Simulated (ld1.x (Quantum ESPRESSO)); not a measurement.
# What one change does to a pseudopotential (arsenic (As), TM)

As (Z = 33), norm-conserving Troullier–Martins (Kleinman–Bylander form), made with ld1.x (Quantum ESPRESSO) 7.5 (PBE, scalar-relativistic). Core [Ar] 3d10, reference 4s2 4p3. Waves: 4s (bound): rc 1.15 bohr; 4p (bound): rc 1.70 bohr. Local part: all-electron potential smoothed inside 1.15 bohr (lloc = -1). Core correction: none.

All-electron outer shells of the reference configuration (PBE, scalar-relativistic, ld1.x):

```csv
shell,level (eV),outermost node (bohr),outermost maximum (bohr)
3p,-133.68,0.22,0.52
3d,-40.65,–,0.47
4s,-14.49,0.73,1.61
4p,-5.19,0.78,2.00
```

Change: local potential all-electron potential smoothed inside 1.90 bohr (lloc = -1).

Cutoffs: the cutoffs (Ry, on a coarse ladder) from which the occupation-weighted sum of valence levels, in a spherical-Bessel basis at the reference potential, stays within 10 and 1 mRy of its value at 400 Ry; they do not see the model core or the augmentation charge, which bear on the density cutoff. Errors are all-electron minus pseudo energies relative to the spin-unpolarised reference configuration.

Q: How do hardness, ghosts and transferability respond?

A: The potential gets neither clearly harder nor softer (70 Ry and 260 Ry → 70 Ry and 260 Ry); the bound ghost in s disappears; of the 7 tests that both files solve, the error grows in 1 and shrinks in 4 by more than 15 % and 0.3 meV (median size 5.4 → 4.2 meV). In the separable form a ghost depends on how the local part lies against the semilocal potential of the channel, so the choice of the local part can create or remove one.

| quantity | base | changed |
| --- | --- | --- |
| cutoff, loose | 70 Ry | 70 Ry |
| cutoff, tight | 260 Ry | 260 Ry |
| loose cutoff by channel (10 mRy a level) | s 60 Ry, p 6 Ry | s 55 Ry, p 6 Ry |
| bound ghosts | s | none |
| error for 4s2 4p2, meV [ΔE 9.15 eV] | -5.1 | -1.6 |
| error for 4s2 4p1, meV [ΔE 27.07 eV] | -34 | -4.2 |
| error for 4s2 4p0, meV [ΔE 54.77 eV] | -101 | +21 |
| error for 4s1 4p4, meV [ΔE 9.42 eV] | +19 | +19 |
| error for 4s2 4p2.5, meV [ΔE 3.56 eV] | -1.1 | -0.6 |
| error for 4s1 4p0, meV [ΔE 105.42 eV] | -5.4 | +161 |
| error for 4s2 4p3.3, meV [ΔE -1.23 eV] | +0.1 | +0.2 |

 A true bound ghost makes a file unfit for plane-wave use even where its test errors are small: the radial tests pick states by their node count and pass the ghost by.
